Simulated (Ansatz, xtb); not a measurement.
Relative energy of two isomers of C6H2Cl2O2

We compare I, `O=C1C=CC(=O)C(Cl)=C1Cl`, a singlet, with II, `O=C1C=C(Cl)C(=O)C(Cl)=C1`, a singlet. Both are isolated molecules in the gas phase, relaxed with r2SCAN-D4/def2-SVP.

Quicker runs give these differences E(II) − E(I): GFN2-xTB −4.15 kJ/mol; HF/STO-3G −7.88 kJ/mol (at GFN2-xTB geometries); r2SCAN-D4/def2-SVP//GFN2-xTB −3.95 kJ/mol.

Problem. Estimate E(II) − E(I) at the level CCSD(T)/def2-SVP + ΔMP2/def2-TZVPP.

Solution. CCSD(T)/def2-SVP + ΔMP2/def2-TZVPP gives E(II) − E(I) = −2.68 kJ/mol, slightly favouring structure II, which is too small a margin to settle the true order.

The same difference at several levels:

```tsv
level	geometry	E(II) − E(I) (kJ/mol)	departure from the last row (kJ/mol)	job, with rough time for the two
GFN2-xTB	GFN2-xTB	−4.15	−1.47	optimisation, 0.19 s
HF/STO-3G	GFN2-xTB	−7.88	−5.20	single point, 1.1 s
r2SCAN-D4/def2-SVP//GFN2-xTB	GFN2-xTB	−3.95	−1.27	single point, 10 s
r2SCAN-D4/def2-SVP	r2SCAN-D4/def2-SVP	−3.81	−1.13	optimisation, 72 s
HF/def2-SVP	r2SCAN-D4/def2-SVP	−6.93	−4.25	part of the CCSD(T) run
MP2/def2-SVP	r2SCAN-D4/def2-SVP	−2.69	−0.01	part of the CCSD(T) run
CCSD(T)/def2-SVP	r2SCAN-D4/def2-SVP	−4.27	−1.59	single point
CCSD(T)/def2-SVP + ΔMP2/def2-TZVPP	r2SCAN-D4/def2-SVP	−2.68		single point, 5.3 min
```

As drawn, both hold the same kinds of bond in the same numbers.

The largest departure from CCSD(T)/def2-SVP + ΔMP2/def2-TZVPP is that of HF/STO-3G, 5.20 kJ/mol. The last row adds to CCSD(T) the change of the MP2 difference between the two basis sets, here +1.59 kJ/mol.

With thermal terms from frequencies at re-optimised GFN2-xTB minima (ideal gas, soft modes damped towards free rotors, one conformer each, 298.15 K, 1 atm): on the last row, ΔE + ΔZPE = −2.67, ΔH = −2.78, ΔG = −2.45 kJ/mol.

The correlated steps freeze 18 core orbitals. Programs: Ansatz 0.2.0, xtb 6.7.1; the last row on 2 threads of Arm Neoverse V1 on a shared host.
